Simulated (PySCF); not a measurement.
## Orbital energies and ionisation energy

Species: C4H8OSi.
SMILES with atom numbers: `[CH2:1]=[CH:2][C:3](=[CH2:4])[O:5][SiH3:6]` (hydrogens: H7, H8 on C1; H9 on C2; H10, H11 on C4; H12, H13, H14 on Si6)

Structure used (PBE0-D3(BJ)/def2-SVP), in Å, numbered top down from 1:
```
atom  x, y, z in Å
C1     2.2504    1.0481   -0.1566
C2     1.7072   -0.1431    0.1149
C3     0.2756   -0.4314    0.0193
C4    -0.2333   -1.6459    0.2994
O5    -0.4714    0.6281   -0.3716
Si6   -2.1333    0.6645   -0.6152
H7     1.6230    1.8849   -0.4723
H8     3.3265    1.2130   -0.0698
H9     2.3341   -0.9818    0.4314
H10   -1.3007   -1.8685    0.2313
H11    0.4307   -2.4530    0.6085
H12   -2.8553    0.3490    0.6526
H13   -2.4270    2.0533   -1.0540
H14   -2.5278   -0.3182   -1.6672
```

Level: wB97X-D/def2-SVPD (PySCF). Frontier orbitals with their largest atomic shares (Löwdin; up to four atoms above 4 %):

| orbital | ε (eV) | main atoms |
| --- | --- | --- |
| HOMO−3 | -11.78 | Si6 32 %, H14 20 %, H12 20 %, C3 8 % |
| HOMO−2 | -11.23 | O5 37 %, Si6 20 %, H13 12 %, H12 7 % |
| HOMO−1 | -10.22 | C2 25 %, O5 25 %, C1 20 %, C3 8 % |
| HOMO | -8.41 | ? |
| LUMO | 0.90 | C1 26 %, C4 20 %, C2 18 %, C3 15 % |
| LUMO+1 | 1.86 | Si6 37 %, H12 11 %, H14 11 %, H13 11 % |
| LUMO+2 | 2.16 | Si6 53 %, H13 10 %, H12 9 %, H14 9 % |

Task: What vertical ionisation energy does ΔSCF give, and how far is −ε(HOMO) from it?

Result: ΔSCF: 8.54 eV (824 kJ/mol; threshold wavelength 145 nm); ⟨S²⟩ of the doublet left behind is 0.777, against 0.75 for a pure doublet. −ε(HOMO) is 8.41 eV, 0.13 eV below it. For the exact functional −ε(HOMO) would equal the first vertical ionisation energy; wB97X-D (range-separated hybrid) comes within 0.13 eV of that here.

Task: On which atoms does the HOMO lie?

Result: C4 (terminal =CH2 carbon) 32 %, C3 (vinylic carbon bearing oxygen) 20 %, C1 (terminal =CH2 carbon) 16 %, C2 (alkene CH carbon) 12 %, so no atom holds as much as 40 %. The HOMO−1 lies 1.81 eV lower.

Task: Shift the occupied levels rigidly so that −ε(HOMO) equals the ΔSCF value. What binding energies result?

Result: The shift is +0.13 eV: HOMO 8.54, HOMO−1 10.35, HOMO−2 11.36, HOMO−3 11.91 eV. A rigid shift is only a rough guide to the deeper ionisations.

Task: What kinetic energy would electrons from this vertical process carry with He II light (40.814 eV)?

Result: 40.81 − 8.54 = 32.27 eV.

One conformer (not necessarily the lowest) at the PBE0-D3(BJ)/def2-SVP geometry, without solvent, vibrations or thermal averaging.
